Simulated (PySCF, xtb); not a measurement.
SiOF, SMILES O=[Si]F, multiplicity 2.

Harmonic wavenumbers (cm⁻¹) from GFN2-xTB in xtb at its own minimum, in rising order: 281, 784, 1394.

What does PBE-D3(BJ)/def2-TZVP (PySCF 2.14.0) give at its own minimum? (Estimate from the structure and the level; the computed values follow.)

283, 797, 1155. Paired by order, the mean absolute difference is 85 cm⁻¹ and the zero-point energies are 3.5 and 3.2 kcal/mol.
